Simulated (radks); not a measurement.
Results of a calculation; reference values are marked as such.
Problem. Species: the rhodium ion Rh20+. Configuration: [Ne] 3s2 3p5.5 3d7 4f0.5 (fractional occupations, a model configuration). Code: a radial shooting solver on a logarithmic mesh with Libxc functionals. Model: Dirac Kohn-Sham, XLYP, spin-unpolarised, spherical densities, finite nucleus; open shells are shared between the two j in proportion to 2j + 1; Fermi nuclear charge, rms radius 4.4945 fm.

Spin-orbit splittings of the eigenvalues, e(l+1/2) - e(l-1/2), with zeta = 2 splitting/(2l+1) and mean radii in bohr:

shell  occ.  splitting (eV)  zeta (eV)  <r> j=l-1/2  <r> j=l+1/2
2p        6           145.6      97.09       0.1198       0.1247
3p      5.5           28.04      18.69       0.3637       0.3729
3d        7           5.876      2.351       0.3384       0.3412
4p        0           8.224      5.482       0.7884       0.8018
4f      0.5               ?          ?       0.7859       0.7872

Estimate the 4f splitting.

Solution. 0.3456 eV (zeta = 0.09874 eV).
